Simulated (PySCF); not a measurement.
Computed IR spectrum (relative IR intensity) of a molecule C3H6FNSi. The structure is a stationary point at PBE0-D3(BJ)/def2-SVP. The values are those of a single conformer. All values below come from PBE0-D3(BJ)/def2-SVP run with PySCF. Frequencies are harmonic and unscaled.

Lines under 2 % of the strongest are left out, and lines within 2 cm⁻¹ are merged.

```csv
ν (cm⁻¹),relative intensity
264,14
342,8.5
464,4.5
546,2.2
591,31
619,5.9
637,6.0
695,69
758,13
840,20
865,11
918,100
936,12
949,26
1094,17
1355,55
1470,95
1612,37
2101,31
2217,42
2224,39
2250,27
3100,3.9
3563,10
3693,9.3
```

**Question.** Which structure fits?
A) CN1[SiH2]C=C1F
B) NC(F)=C=C[SiH3]
C) FC=C=CN[SiH3]
D) N[SiH2]C=C=CF

**Answer.** B, NC(F)=C=C[SiH3]
